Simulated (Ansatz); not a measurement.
CH3CuF3PS (`C[S][Cu-][P+](F)(F)F`), relaxed with RKS PBE0-D4/def2-TZVP in Ansatz 0.2.0 from a GFN2-xTB geometry. The force threshold is 0.005 eV/Å; the program also tests the step.

Charge 0, multiplicity 1.

Start:

```xyz
10

C    -0.454    1.269   -2.266
S     1.198    0.986   -1.529
Cu    0.737   -0.115    0.318
P     0.335   -1.218    2.163
F     1.262   -1.121    3.440
F     0.241   -2.799    2.185
F    -1.021   -0.996    2.950
H    -0.297    1.812   -3.193
H    -0.936    0.318   -2.475
H    -1.064    1.863   -1.592
```

Problem. By how much does the energy fall, and how many steps does the optimiser take? (An estimate is asked.)

Solution. The calculation gave: 19.73 kJ/mol, in 6 steps.

Problem. Which bonds change most? (Best estimate.)

Solution. Ansatz gave: S2–Cu3 from 2.200 to 2.128 Å; Cu3–P4 from 2.187 to 2.141 Å; P4–F6 from 1.584 to 1.550 Å; P4–F7 from 1.583 to 1.549 Å.

Problem. Give the relaxed structure. (An estimate is asked.)

Solution. The calculation gave: 
```xyz
10

C    -0.440    1.244   -2.214
S     1.175    0.929   -1.429
Cu    0.709   -0.154    0.342
P     0.316   -1.226    2.154
F     1.296   -1.040    3.340
F     0.257   -2.774    2.119
F    -1.026   -0.943    2.874
H    -0.248    1.797   -3.134
H    -0.952    0.317   -2.472
H    -1.086    1.850   -1.579
```
